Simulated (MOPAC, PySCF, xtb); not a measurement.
Noncovalent pair: CHN (SMILES C#N) (first 3 atoms) with C2H6 (SMILES CC); geometry from B3LYP-D3(BJ)/def2-TZVP, rigid monomers moved along the line of their centres of mass till C1···C4 is 3.15 Å.
(charge 0, multiplicity 1):
```xyz
11

C     -0.65062     0.13230     0.32227
N      0.47093     0.11115     0.08739
H     -1.69294     0.15184     0.54699
C     -0.73106     0.02019     3.46775
C      0.79303    -0.01327     3.52794
H     -1.12366    -0.83578     2.91375
H     -1.08739     0.92971     2.97828
H     -1.17279    -0.00717     4.46589
H      1.14775    -0.92024     4.02131
H      1.18398     0.84013     4.08534
H      1.22895     0.01404     2.52846
```

Counterpoise-corrected where a basis set is named; no monomer relaxation.

Rows in 6-31G* carry no dispersion term and start afresh at each structure (6-31G* with six Cartesian d functions). The state reached by AM1, PM6 isn't checked.

Programs: MOPAC for AM1, PM6 (differences of heats of formation); PySCF for 6-31G* rows; xtb for the GFN methods. Values without a source in brackets are computed.

Question: One of these levels gives -0.03 kcal/mol for the interaction energy. Which one is it?
A. AM1
B. PM6
C. B3LYP/6-31G*
D. GFN-FF

Answer: B, PM6. The others give -0.48 (GFN-FF), 1.29 (AM1), 1.66 (B3LYP/6-31G*)
